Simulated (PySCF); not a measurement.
**YN: energy against distance**

Set-up: PySCF, scalar-relativistic core potentials, basis sets Y def2-TZVPP with ECP28, N def2-TZVPP. Energies in eV from Y (4d1 5s2) + N in their ground configurations at the same level. State: ¹Σ⁺ (singlet), closed shell.

All columns are PBE0. A positive dipole means Y(−)N(+).

```
R (Å)  E (eV)  μ (D)  Mulliken charge on Y (basis-dependent)  HOMO (eV)  LUMO (eV)  Mayer bond order  ⟨S²⟩
1.542  -2.788  -6.43                                    0.51      -4.30      -1.72              3.05  0.00
1.614  -3.509  -6.92                                    0.52      -4.27      -1.88              3.09  0.00
1.685  -3.889  -7.24                                    0.53      -4.27      -2.03              3.12  0.00
1.739  -4.005  -7.36                                    0.53      -4.29      -2.14              3.14  0.00
1.793  -4.017  -6.38                                    0.53      -4.23      -2.39              3.08  0.19
1.847  -3.988  -4.55                                    0.52      -4.41      -2.58              2.82  0.59
1.919  -3.894  -4.12                                    0.50      -4.65      -2.61              2.52  0.85
2.008  -3.636  -4.59                                    0.48      -4.82      -2.53              2.43  0.91
2.116  -3.185  -5.05                                    0.46      -4.98      -2.60              2.33  0.99
2.259  -2.496  -5.26                                    0.42      -4.79      -2.56              2.10  1.23
```

⟨S²⟩ is raised (YN 0.16), so spin contamination touches these numbers. The metal atom is held in its measured ground configuration; semilocal functionals can put another filling of s and d lower by some tenths of an eV, and De to that atom would be smaller. ⟨S²⟩ of the unrestricted solution departs from its pure value on part of the curve, where spin states mix. These are scalar-relativistic numbers at best; spin–orbit coupling would shift them, the dissociation energy most.
